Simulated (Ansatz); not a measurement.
(BeO)4 cube (Be4O4). The state is a singlet with charge 0. Geometry B3LYP-D4/def2-SVP, basis def2-TZVP, Ansatz.

| run | HOMO (eV) | LUMO (eV) |
| --- | --- | --- |
| A | -8.32 | -1.84 |
| B | -7.04 | -2.15 |
| C | -8.52 | -1.53 |
| D | -10.76 | -0.46 |

Another isomer (singlet) lies 1.70 eV lower at PBE0-D4/def2-TZVP; other spin states weren't run for this one.

**Question.** The runs used PBE0, r2SCAN, r2SCAN0, ωB97M-V. Estimate which is which.

**Answer.** A PBE0 (25 % exact exchange); B r2SCAN (0 % exact exchange); C r2SCAN0 (25 % exact exchange); D ωB97M-V (range-separated). Exact exchange lowers occupied and raises empty levels; among semilocal functionals meta-GGAs tend to open the gap a little, and such runs are hard to tell apart. The gap grows from 4.89 eV (r2SCAN) to 10.29 eV (ωB97M-V).
